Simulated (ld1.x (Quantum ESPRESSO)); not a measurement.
## Varying the TM potential for zinc

Base potential:

Zn (Z = 30), norm-conserving Troullier–Martins (Kleinman–Bylander form), made with ld1.x (Quantum ESPRESSO) 7.5 (PBE, scalar-relativistic). Core [Ne] 3s2, reference 3p6 3d10 4s2 4p0. Waves: 4s (bound): rc 2.10 bohr; 3p (bound): rc 1.20 bohr; 3d (bound): rc 0.90 bohr. Local part: the d channel. Core correction: Bessel-smoothed model core inside 0.55 bohr.

All-electron outer shells of the reference configuration (PBE, scalar-relativistic, ld1.x):

```tsv
shell	level (eV)	outermost node (bohr)	outermost maximum (bohr)
2p	-1004.03	–	0.15
3s	-129.23	0.28	0.59
3p	-83.40	0.25	0.59
3d	-10.14	–	0.57
4s	-5.98	0.85	2.09
4p	-1.12	0.92	3.08
```

Cutoffs, loose and tight: the cutoffs (Ry, on a coarse ladder) from which the occupation-weighted sum of valence levels, in a spherical-Bessel basis at the reference potential, stays within 10 and 1 mRy of its value at 400 Ry. They do not see the model core or the augmentation charge, which bear on the density cutoff. Test errors are all-electron minus pseudo excitation energies from the reference, over the configurations 3p6 3d10 4s1 4p0; 3p6 3d10 4s0 4p0; 3p6 3d9 4s0 4p0; 3p6 3d9 4s2 4p1; 3p6 3d9 4s2 4p0; 3p5 3d10 4s2 4p0; 3p6 3d10 4s0 4p2. A dash means not determined; rows that change the core or the reference have their own tests. The largest error is taken over the tests solved by every variant that gives reliable tests at all: 3p6 3d10 4s0 4p0; 3p6 3d10 4s0 4p2; 3p6 3d10 4s1 4p0; 3p6 3d9 4s0 4p0.

A true bound ghost makes a file unfit for plane-wave use even where its test errors are small: the radial tests pick states by their node count and pass the ghost by. Where a test does run into it, the solver fails or the error is huge.

```tsv
change	outcome	cutoff, loose	cutoff, tight	bound ghosts	largest test error (meV)
base	generated	260 Ry	over 300 Ry	s	-64
wave 4s (bound): rc 2.10 bohr becomes 4s (bound): rc 1.32 bohr	generated	260 Ry	over 300 Ry	s	-44
wave 4s (bound): rc 2.10 bohr becomes 4s (bound): rc 1.52 bohr	generated	260 Ry	over 300 Ry	s	-59
wave 4s (bound): rc 2.10 bohr becomes 4s (bound): rc 1.80 bohr	generated	260 Ry	over 300 Ry	s	-64
wave 4s (bound): rc 2.10 bohr becomes 4s (bound): rc 1.96 bohr	generated	260 Ry	over 300 Ry	s	-64
wave 4s (bound): rc 2.10 bohr becomes 4s (bound): rc 2.18 bohr	generated	260 Ry	over 300 Ry	s	-64
wave 4s (bound): rc 2.10 bohr becomes 4s (bound): rc 2.36 bohr	generated	260 Ry	over 300 Ry	s	-67
wave 4s (bound): rc 2.10 bohr becomes 4s (bound): rc 2.56 bohr	generated	260 Ry	over 300 Ry	s	-165
wave 4s (bound): rc 2.10 bohr becomes 4s (bound): rc 2.72 bohr	generated	260 Ry	over 300 Ry	s	-243
wave 4s (bound): rc 2.10 bohr becomes 4s (bound): rc 2.96 bohr	generated	260 Ry	over 300 Ry	s	-389
```

What comes out with this change to the base: wave 4s (bound): rc 2.10 bohr becomes 4s (bound): rc 3.18 bohr?

outcome: generated; cutoff, loose: 260 Ry; cutoff, tight: over 300 Ry; bound ghosts: s; largest test error (meV): -567.

Reading the sweep of the s radius (base included, trends over the rows without a ghost): Bound ghosts are found at 1.32, 1.52, 1.8, 1.96, 2.1, 2.18, 2.36, 2.56, 2.72, 2.96, 3.18 bohr. Every judged row has one, so this setting neither creates nor removes them.
